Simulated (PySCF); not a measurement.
## Al: excitation energy

Al [Ne] 3s2 3p1 (2P) → Al [Ne] 3s1 3p1 4s1 (4P), as a difference of total energies. All numbers are calculated (PySCF 2.14, the non-relativistic Hamiltonian (point nucleus), in aug-cc-pV(Q+d)Z (7s6p5d3f2g, 89 functions)). Correlated levels: valence: [Ne] frozen. The calculations carry no spin-orbit coupling.

| method | excitation energy (eV) |
| --- | --- |
| UHF | 6.363 |
| MP2 (valence) | 7.229 |
| SCS-MP2 (valence) | 7.489 |
| CCSD (valence) | 7.481 |
| CCSD(T) (valence) | 7.512 |

Problem. How much does correlation contribute at CCSD(T) (valence)?

Solution. 7.512 − (6.363) = 1.149 eV, measured against UHF.

The upper state lies above the first ionisation limit, but in LS coupling its spin forbids autoionisation to the ground ion. A Rydberg-like electron needs more diffuse functions than a valence basis has.

The promoted electron is Rydberg-like, and one or two diffuse shells describe it only roughly, which tends to raise the upper state.
